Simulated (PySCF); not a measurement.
A GIAO shielding run with PySCF 2.14 (density fitting, non-relativistic, gas phase) on `CC[C@@H]1[SiH2]SCS[C@H]1F`, C5H11FS2Si:

```
$ OMP_NUM_THREADS=1 python probes_run.py task.json out

{"job": {"kind": "nmr", "xc": "PBE0", "basis": "pcSseg-1"}, "charge": 0, "multiplicity": 1}
C     -2.474914    -0.492371    -1.063674
C     -1.296988    -0.741384    -0.132224
C     -0.465015     0.522916     0.106103
Si     0.638499     1.024882    -1.377323
S      2.104190    -0.527291    -1.623481
C      2.701510    -0.568480     0.097686
S      1.491733    -1.100869     1.337478
C      0.381909     0.355741     1.359685
F      1.131925     1.487672     1.572517
H     -3.124495     0.282474    -0.661674
H     -2.134474    -0.179180    -2.047010
H     -3.058433    -1.402505    -1.177123
H     -0.664945    -1.529439    -0.547400
H     -1.672997    -1.102946     0.830167
H     -1.148495     1.352547     0.321353
H     -0.085010     1.030080    -2.634390
H      1.328704     2.274214    -1.074641
H      3.503501    -1.301005     0.135638
H      3.071533     0.415273     0.376973
H     -0.232885     0.210352     2.256291
```

Hardware: 1 thread of an Arm Neoverse N1, shared host. The job also computes population analyses, field gradients, ring-centre shieldings.

Q: How large is the calculation?

A: 96 electrons, 229 basis functions and 1257 auxiliary functions.

Q: How long does it take, and how much memory does it need?

A: 99 s of wall time, with 14 SCF cycles and 5 response iterations; peak memory 1.1 GiB. Times on a shared host scatter by some tens of per cent.
